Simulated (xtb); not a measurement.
xtb input (GFN2-xTB):

```bash
xtb mol.xyz --gfn 2 --sp --chrg 1 --uhf 0
```
mol.xyz:
```
2

Sc    -0.00000000    -0.00000000    -0.45833916
O      0.00000000     0.00000000     1.20314028
```

End of the output:

```
         :::::::::::::::::::::::::::::::::::::::::::::::::::::
         ::                     SUMMARY                     ::
         :::::::::::::::::::::::::::::::::::::::::::::::::::::
         :: total energy              -4.466973580237 Eh    ::
         :: gradient norm              0.069726985474 Eh/a0 ::
         :: HOMO-LUMO gap              2.312094644354 eV    ::
         ::.................................................::
         :: SCC energy                -4.496764661894 Eh    ::
         :: -> isotropic ES            0.219015637797 Eh    ::
         :: -> anisotropic ES          0.006225654677 Eh    ::
         :: -> anisotropic XC         -0.017404337643 Eh    ::
         :: -> dispersion             -0.000679864475 Eh    ::
         :: repulsion energy           0.029791081657 Eh    ::
         :: add. restraining           0.000000000000 Eh    ::
         :: total charge               1.000000000000 e     ::
         :::::::::::::::::::::::::::::::::::::::::::::::::::::

           -------------------------------------------------
          |                Property Printout                |
           -------------------------------------------------

    * Orbital Energies and Occupations

         #    Occupation            Energy/Eh            Energy/eV
      -------------------------------------------------------------
         1        2.0000           -0.9833969             -26.7596
         2        2.0000           -0.7806852             -21.2435
         3        2.0000           -0.7607312             -20.7005
         4        2.0000           -0.7607312             -20.7005 (HOMO)
         5                         -0.6757632             -18.3885 (LUMO)
         6                         -0.6057976             -16.4846
         7                         -0.6057976             -16.4846
         8                         -0.6053602             -16.4727
         9                         -0.6053602             -16.4727
        10                         -0.5780564             -15.7297
        11                         -0.4301091             -11.7039
        12                         -0.4301091             -11.7039
        13                         -0.1939441              -5.2775
      -------------------------------------------------------------
                  HL-Gap            0.0849679 Eh            2.3121 eV
Note: The following floating-point exceptions are signalling: IEEE_DENORMAL
normal termination of xtb
             Fermi-level           -0.7182472 Eh          -19.5445 eV

     #   Z          covCN         q      C6AA      α(0)
     1  21 Sc       0.706     1.148  1187.635   107.054
     2   8 O        0.706    -0.148    17.291     5.572

 Mol. C6AA /au·bohr⁶  :       1418.233716
 Mol. C8AA /au·bohr⁸  :     166914.401844
 Mol. α(0) /au        :        112.626128

Wiberg/Mayer (AO) data.
largest (>0.10) Wiberg bond orders for each atom

 ---------------------------------------------------------------------------
     #   Z sym  total        # sym  WBO       # sym  WBO       # sym  WBO
 ---------------------------------------------------------------------------
     1  21 Sc   2.474 --     2 O    2.474
     2   8 O    2.474 --     1 Sc   2.474
 ---------------------------------------------------------------------------

Topologies differ in total number of bonds
Writing topology from bond orders to xtbtopo.mol

molecular dipole:
                 x           y           z       tot (Debye)
 q only:        0.000       0.000      -1.332
   full:        0.000      -0.000      -2.626       6.674
molecular quadrupole (traceless):
                xx          xy          yy          xz          yz          zz
 q only:       -0.048       0.000      -0.048       0.000       0.000       0.095
  q+dip:       -0.660       0.000      -0.660      -0.000       0.000       1.321
   full:        1.050       0.000       1.050      -0.000      -0.000      -2.099

           -------------------------------------------------
          | TOTAL ENERGY               -4.466973580237 Eh   |
          | GRADIENT NORM               0.069726985474 Eh/α |
          | HOMO-LUMO GAP               2.312094644354 eV   |
           -------------------------------------------------

------------------------------------------------------------------------
------------------------------------------------------------------------
 total:
 SCF:
```

This state (charge 1, singlet) is run at the relaxed geometry of the species with charge 0 and multiplicity 2.
